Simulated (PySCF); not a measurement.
**Nb²⁺ (niobium, charge +2): UHF calculation**

Configuration: [Kr] 4d3, high-spin 4F determinant. Computed with PySCF 2.14 in x2c-TZVPPall (8s6p6d2f1g, 79 functions), with scalar relativity by spin-free X2C-1e.

| Property | Result |
| --- | --- |
| Total energy | -3816.535099 hartree |
| One-electron energy | -5244.6961 hartree |
| Hartree (Coulomb) energy | 1545.6584 hartree |
| Exchange energy | -117.4974 hartree |
| ⟨S²⟩ | 3.7550 |
| ⟨L²⟩ | 12.054 |
| Sum of ⟨r⟩ | 24.66 bohr |
| Sum of ⟨r²⟩ | 30.68 bohr² |
| Langevin diamagnetic susceptibility | -24.3 ×10⁻⁶ cm³/mol |

| shell | electrons | mean orbital energy (hartree) | spread (hartree) | rms radius, mean of both spins (bohr) |
| --- | --- | --- | --- | --- |
| 1s β | 1 | -702.08433 | 0 | 0.0415 |
| 1s α | 1 | -702.08294 | 0 | 0.0415 |
| 2s α | 1 | -101.47960 | 0 | 0.171 |
| 2s β | 1 | -101.46024 | 0 | 0.171 |
| 2p α | 3 | -90.47896 | 0 | 0.152 |
| 2p β | 3 | -90.45999 | 0 | 0.152 |
| 3s α | 1 | -18.64597 | 0 | 0.471 |
| 3s β | 1 | -18.63647 | 0 | 0.471 |
| 3p α | 3 | -14.94535 | 0 | 0.478 |
| 3p β | 3 | -14.93321 | 0 | 0.478 |
| 3d α | 5 | -8.88737 | 0.03152 | 0.473 |
| 3d β | 5 | -8.85675 | 0.00722 | 0.473 |
| 4s α | 1 | -3.37617 | 0 | 1.24 |
| 4s β | 1 | -3.24357 | 0 | 1.24 |
| 4p α | 3 | -2.32459 | 0 | 1.39 |
| 4p β | 3 | -2.14001 | 0 | 1.39 |
| 4d α | 3 | -0.93257 | 0 | 1.98 |

Densities and radii are taken from the X2C orbitals without a picture-change correction, which distorts them close to the nucleus.

Spin-orbit constants ζ (cm⁻¹) from the X2C one-electron operator on these orbitals: bare nucleus, nucleus screened by l(l+1)(2l+1)/3 electrons, and screened by the Breit-Pauli mean field of the electrons.

```csv
shell,bare,screened nucleus,mean field
2p,522400,497000,485500
3p,85700,81520,79320
3d,11920,9011,8551
4p,10640,10120,9809
4d,795.4,601.4,548.3
```

To first order the Landé constant is A = 182.8 cm⁻¹, so the lowest level has J = 3/2 and lies 0.136 eV below the centre of the term. This holds in LS coupling only.
